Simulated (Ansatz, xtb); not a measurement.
**Relaxing a trial structure of BGeH5O2**

The starting geometry of this gas-phase singlet was built from a drawn formula by distance geometry and a force field; its bonds are those of `O=[B-]([OH2+])[GeH3]`.

```xyz
9

B     1.2441    0.4464    0.0839
Ge   -0.2368    1.3976   -0.9204
O     2.1897    1.1134    0.7011
O     1.3224   -1.0280   -0.0354
H     2.1149   -1.4928    0.4755
H     0.6356   -1.5446   -0.5411
H    -0.5702    2.7403   -0.2269
H     0.2930    1.6782   -2.3978
H    -1.4982    0.5450   -1.0196
```

**Question.** Predict what it relaxes into with r2SCAN-D4/def2-SVP.

**Answer.** It loosens into BGeH3O + H2O, which stay close as a complex. Contacts that open: B1–O4 (1.48 → 2.70 Å).

The energy falls by 1.02 eV over 27 steps:

```csv
step,E − E(last) (eV)
1,1.019
4,0.379
7,0.158
10,0.038
13,0.006
15,0.003
18,0.001
21,0.000
24,0.000
27,0.000
```

Final geometry (Å):

```yaml
atoms:
  - { symbol: B, position_ang: [1.1980, 1.0466, 0.5104] }
  - { symbol: Ge, position_ang: [-0.2037, 1.4913, -0.8876] }
  - { symbol: O, position_ang: [2.0358, 0.7859, 1.3471] }
  - { symbol: O, position_ang: [1.1021, -1.3728, -0.6835] }
  - { symbol: H, position_ang: [2.0599, -1.2335, -0.6973] }
  - { symbol: H, position_ang: [0.9517, -1.6682, 0.2259] }
  - { symbol: H, position_ang: [-0.6486, 2.9530, -0.7337] }
  - { symbol: H, position_ang: [0.4053, 1.2856, -2.2750] }
  - { symbol: H, position_ang: [-1.4060, 0.5678, -0.6871] }
```

From the same start GFN2-xTB reaches the same bonding as this run.

The end wasn't checked by frequencies. Run with Ansatz 0.2.0, 52 s on 2 threads of Intel(R) Xeon(R) Platinum 8488C (Sapphire Rapids), on a shared host.
